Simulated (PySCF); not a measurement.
1,1-difluoroethane cation (C2H4F2), SMILES FC(C)F (connectivity only; charge and spin as stated), charge +1, multiplicity 2. The structure is a stationary point at PBE-D3(BJ)/def2-SVP. The spin state was assumed, not searched.

The numbers are results of PBE-D3(BJ)/def2-SVP in PySCF, not measurements.

Harmonic wavenumbers (cm⁻¹): 191, 329, 338, 471, 624, 860, 868, 937, 1083, 1184, 1231, 1244, 1323, 1380, 2515, 2896, 3097, 3166. Rotational constants (GHz): 9.741, 8.415, 4.962; symmetry number 1.

Work out the zero-point energy and the ideal-gas rigid-rotor harmonic-oscillator thermochemistry at 298.15 K and 1 atm.

ZPE = ½ Σ hcν = ½ × 23735 cm⁻¹ = 141.97 kJ/mol. H − E(el) = 157.11 kJ/mol. Entropy in J/(mol K): translation 161.01, rotation 101.18, vibration 27.30, spin 5.76, total 295.25. G − E(el) = 69.08 kJ/mol. Cp = 75.29 J/(mol K).
